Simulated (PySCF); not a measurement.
# Pd²⁺: excitation energy

Pd²⁺ [Kr] 4d8 (3F) → Pd²⁺ [Kr] 4d7 5p1 (high-spin determinant), as a difference of total energies. Computed with PySCF 2.14 in aug-cc-pVDZ-PP with ECP28MDF (5s5p4d2f, 54 functions), with scalar relativity through the core potential. Correlated levels: valence: 4s2 4p6 frozen. The calculations carry no spin-orbit coupling.

| method | excitation energy (eV) |
| --- | --- |
| UHF | 12.330 |
| LDA | 12.873 |
| PBE | 12.801 |
| PBE0 | 12.928 |
| r2SCAN | 12.857 |
| HSE06 | 12.891 |
| TPSSh | 12.767 |
| B3LYP | 12.908 |
| PBEsol | 12.805 |
| MP2 (valence) | 13.128 |
| SCS-MP2 (valence) | 13.325 |

Problem. How much does correlation contribute at MP2 (valence)?

Solution. 13.128 − (12.330) = 0.798 eV, measured against UHF.

The determinant of the upper state mixes LS terms, which raises its energy above the lowest term, most at the Hartree-Fock and MP2 levels.
